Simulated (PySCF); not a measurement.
CH₆ClFOSi₂, SMILES O[C@H]([SiH3])[Si@@H](F)Cl.

The structure is a stationary point at B3LYP-D3(BJ)/def2-SVP. The structure was generated by enumeration; whether it is a known compound was not checked. One conformer was computed; it need not be the lowest.

Two levels are set side by side: TDA-PBE/def2-SVPD (PySCF) and TDA-M06-2X/def2-SVPD (PySCF). Vertical, same geometry. The lowest singlet is HOMO→LUMO 99 % with PBE and HOMO→LUMO 79 % with the other functional; states are paired by order. Differences are taken from unrounded values.

```json
[
 {"quantity": "lowest singlet excitation (eV)", "TDA-M06-2X": "6.36"},
 {"quantity": "lowest triplet excitation (TDA) (eV)", "TDA-M06-2X": "5.95"},
 {"quantity": "first bright state (f over 0.05) (eV)", "TDA-M06-2X": "7.95"},
 {"quantity": "its oscillator strength", "TDA-M06-2X": "0.06"}
]
```

What does TDA-PBE give, and how far is it from TDA-M06-2X? (The exact figures need the calculation; the answer reports its results.)


```json
[
 {"quantity": "lowest singlet excitation (eV)", "TDA-PBE": "5.29", "TDA-PBE minus TDA-M06-2X": "-1.07"},
 {"quantity": "lowest triplet excitation (TDA) (eV)", "TDA-PBE": "4.99", "TDA-PBE minus TDA-M06-2X": "-0.97"},
 {"quantity": "first bright state (f over 0.05) (eV)", "TDA-PBE": "6.53", "TDA-PBE minus TDA-M06-2X": "-1.41"},
 {"quantity": "its oscillator strength", "TDA-PBE": "0.07", "TDA-PBE minus TDA-M06-2X": "0.01"}
]
```

A lower first singlet is the usual sign of a functional without exact exchange. Differences between two approximate levels are no errors against the true value.

Rough cost on one machine, each run with all the roots and properties that it gave: TDA-M06-2X against TDA-PBE about 10 times.
